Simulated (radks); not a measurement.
The numbers below are computed, except where a source is named.
Mo2+, 40 electrons, occupied as [Kr] 4d4 (the NIST ground configuration).

Code: a radial shooting solver on a logarithmic mesh with Libxc functionals. Model: scalar-relativistic Kohn-Sham, PBE, spin-polarised, spherical densities, finite nucleus; open shells are filled with parallel spins first (spin-orbit coupling, left out, can overturn this in heavy ions); Fermi nuclear charge, rms radius 4.4091 fm.

Energy parts (eV):
| part | energy |
|---|---|
| total | -110147.618 |
| kinetic | 113569.676 |
| electron-nucleus | -264730.801 |
| Hartree | 44363.126 |
| exchange-correlation | -3349.619 |

Orbitals (lengths in bohr, moments of r in powers of bohr; <r^-3> diverges for s and p1/2; r(max) is where P^2 peaks; r(90%) holds 90 % of the orbital's charge):
orbital  occ.  eigenvalue (eV)  r(90%)  <r^-3>   <1/r>   r(max)
1s up       1        -19840.30  0.0630       -   43.55  0.02287
1s down     1        -19840.31  0.0630       -   43.55  0.02287
2s up       1        -2818.086   0.237       -   9.804   0.1296
2s down     1        -2817.628   0.237       -   9.805   0.1296
2p up       3        -2521.235   0.218    2551   9.532   0.1036
2p down     3        -2520.897   0.218    2551   9.533   0.1036
3s up       1        -494.9186   0.634       -   3.366   0.3836
3s down     1        -494.6844   0.634       -   3.365   0.3837
3p up       3        -397.6578   0.651   424.6   3.201   0.3771
3p down     3        -397.3930   0.650   424.3   3.201   0.3772
3d up       5        -239.4717   0.664   56.38   2.968   0.3225
3d down     5        -239.0521   0.664   56.35   2.968   0.3227
4s up       1         -83.6361    1.61       -   1.228   0.9910
4s down     1         -81.0979    1.60       -   1.240   0.9855
4p up       3         -57.7596    1.82   60.30   1.089    1.073
4p down     3         -54.9427    1.81   61.92   1.100    1.065
4d up       4         -21.9355    2.68   4.357  0.7715    1.351
4d down     0         -18.8965    2.75   4.366  0.7675    1.338

The highest occupied level is 4d up at -21.936 eV. Summed over all electrons, <r^2> = 31.02 bohr^2, which gives a Langevin (diamagnetic) susceptibility term of -24.6 x 10^-6 cm^3/mol. Spin moment in Bohr magnetons: 4. The electron density at the nucleus is 9.268e+04 e/bohr^3 (large components only).
